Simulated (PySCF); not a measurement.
# Zn (zinc, neutral) across methods

[Ar] 3d10 4s1 5s1, high-spin 3S determinant (an excited configuration). All numbers are calculated (PySCF 2.14, scalar relativity by spin-free X2C-1e, in x2c-TZVPPall with one added diffuse shell each of s, p, d, f type (7s6p5d3f1g, 80 functions)).

```csv
method,E (hartree),mean ε 3d β (eV),mean ε 4s α (eV),mean ε 5s α (eV),Σ⟨r²⟩ (bohr²),⟨S²⟩
PBE,-1795.411,-15.461,-10.501,-1.725,81.40,2.001
PBEsol,-1793.970,-15.490,-10.547,-1.698,81.36,2.001
revPBE,-1795.574,-15.386,-10.423,-1.738,82.11,2.001
r2SCAN,-1795.630,-15.789,-10.820,-1.656,82.31,2.002
PW91,-1795.839,-15.546,-10.594,-1.731,81.22,2.001
PBE0,-1795.415,-18.275,-11.287,-1.998,81.97,2.001
wB97M-V,-1795.510,-20.733,-13.274,-2.409,78.21,2.000
UHF,-1794.06127,-25.971,-13.120,-2.536,84.01,2.001
```

(1) Estimate the same row for LDA.

The outer electron is Rydberg-like, and this basis confines it to a smaller radius and binds it less than a complete one would.

Results:

(1) E (hartree) = -1792.653; mean ε 3d β (eV) = -15.787; mean ε 4s α (eV) = -10.751; mean ε 5s α (eV) = -1.695; Σ⟨r²⟩ (bohr²) = 79.92; ⟨S²⟩ = 2.001.
